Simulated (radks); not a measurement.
Lu+, 70 electrons, occupied as [Xe] 4f14 6s2 (the NIST ground configuration). Method: scalar-relativistic Kohn-Sham, PBE, spin-unpolarised, spherical densities, point nucleus; computed with a radial shooting solver on a logarithmic mesh with Libxc functionals.

Unscreened Slater integrals over Kohn-Sham orbitals (cm^-1).

F0(6s,6s): 60567
F0(6s,4f): 79039
G3(6s,4f): 2687.7
F0(6s,5p): 75166
G1(6s,5p): 6011.6
F0(6s,5s): 76434
G0(6s,5s): 3123.3
F0(4f,4f): 285670
F2(4f,4f): 133700
F4(4f,4f): 83495
F6(4f,4f): 59962
F0(4f,5p): 172940
F2(4f,5p): 57100
G2(4f,5p): 29223
G4(4f,5p): 22478
F0(4f,5s): 197250
G3(4f,5s): 35358
F0(5p,5p): 142950
F2(5p,5p): 76750
F0(5p,5s): 154080
G1(5p,5s): 102090
F0(5s,5s): 168990
